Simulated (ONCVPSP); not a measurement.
**B: ONCV pseudisation with PBEsol, fully relativistic reference atom.**

B (Z = 5), optimised norm-conserving Vanderbilt (ONCV), made with ONCVPSP 4.0.1 (PBEsol, fully relativistic). Core [He], reference 2s2 2p1. Waves: 2s: rc 1.20 bohr, ncon 4, nbas 9, qcut 5.4 1/bohr, local; 2p: rc 3.30 bohr, ncon 3, nbas 7, qcut 4.4 1/bohr, 2 projectors, debl 4 Ha; d scattering state at 0.28 Ha: rc 3.60 bohr, ncon 4, nbas 7, qcut 2.7 1/bohr, 1 projector. Local part: the s channel. Core correction: polynomial model core, fcfact 0.2.

Open shells are filled in proportion to 2j + 1.

All-electron outer shells of the reference configuration (PBEsol, scalar-relativistic, ld1.x):

```csv
shell,level (eV),outermost node (bohr),outermost maximum (bohr)
1s,-179.55,–,0.21
2s,-9.36,0.46,1.52
2p,-3.56,–,1.59
```

Calculated quality:

| Quantity | Value |
| --- | --- |
| Cutoffs needed | 12 Ha and 18 Ha (the cutoffs (Ha) at which the residual kinetic energy of the hardest occupied pseudo-wave falls to 1 and 0.1 mHa per electron) |
| Ghost test | ghosts flagged at negative energy: p3/2 at -1.72 eV, p1/2 at -1.74 eV; no localised positive-energy state flagged; a true bound ghost makes a file unfit for plane-wave use |
| Configuration tests | 1 of 4 tests not solved or not reliable |
| rms error of d²Exc/dni dnj | 5.82 mHa without and 5.46 mHa with the model core |

Generation and tests took about 4 s on one core of a shared server CPU.
